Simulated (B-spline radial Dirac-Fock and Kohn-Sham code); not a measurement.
**Nb¹⁰⁺: scattering cross sections and density moments**

System: the Nb¹⁰⁺ ion, configuration [Ar] 3d10 4s2 4p1.

The computed values come from a radial finite-basis atomic code: relativistic Hartree-Fock (Dirac-Fock) wave functions, averaged over the configuration.

```
Sum of ⟨r⟩                          : 12.20 bohr
Sum of ⟨r²⟩                         : 8.004 bohr²
Sum of ⟨1/r⟩                        : 217.99 per bohr
Langevin diamagnetic susceptibility : -6.34 × 10⁻⁶ cm³/mol
Lamb shielding (α²/3)Σ⟨1/r⟩         : 3869 ppm
```

Coherent scattering is the Thomson cross section weighted by f₀², without anomalous dispersion; incoherent scattering is Klein-Nishina weighted by S. The Lamb formula is the non-relativistic shielding expression. Electron correlation is left out.

```csv
hν (keV),coherent (b),incoherent (b),incoherent per electron (b)
1,631.5,0.1481,0.00478
2,609.4,0.5513,0.0178
8.0478,376.6,4.169,0.134
10,314.8,5.209,0.168
20,140.6,9.151,0.295
30,80.37,11.32,0.365
50,36.76,13.15,0.424
500,0.5479,8.841,0.285
```

Incoherent scattering overtakes coherent scattering between 50 and 500 keV.
